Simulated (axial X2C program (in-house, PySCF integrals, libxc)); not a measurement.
**Which molecule has these constants?**

Computed with an in-house all-electron X2C program for linear molecules (integrals from PySCF), spin-free (one-electron X2C) or two-component (2c: spin–orbit coupling with atomic mean-field Coulomb and Gaunt terms, which also bring small scalar terms), in Dyall basis sets with cores contracted in-house; open shells are unrestricted.

A two-component PBE0 calculation in a Dyall 3-zeta basis gave Re = 2.692 Å, ωe = 207.0 cm⁻¹, De = 2.13 eV, dipole magnitude 1.36 D, Ω = 1.

Which molecule is it?
A. MoI
B. TeI
C. SbI
D. SnI
E. YI

C. The others have TeI 2.656 Å and 217.9 cm⁻¹ (Ω = 3/2); YI 2.764 Å and 214.7 cm⁻¹ (Ω = 0); MoI 2.638 Å and 210.8 cm⁻¹ (Ω = 5/2); SnI 2.722 Å and 194.0 cm⁻¹ (Ω = 1/2).

Each entry is the lowest single determinant of a limited PBE0 search at one distance. De goes to single-determinant-based atoms at the same level (for ions the charge split of lowest energy) and is withheld (n/a) where an atom does not fit its ground term or J level. Main or longest-lived isotopes. One determinant is a doubtful description, or other states lie close, for SbI, YI, MoI; these need not be ground states, and all values refer to the states named. Some open-shell Ω = 0 determinants are out of reach, so the Ω given for SbI need not be the lowest component. With several unpaired electrons the Ω given is that of one determinant, not necessarily of the lowest component. The functionals have no current term, which raises determinants with orbital currents.
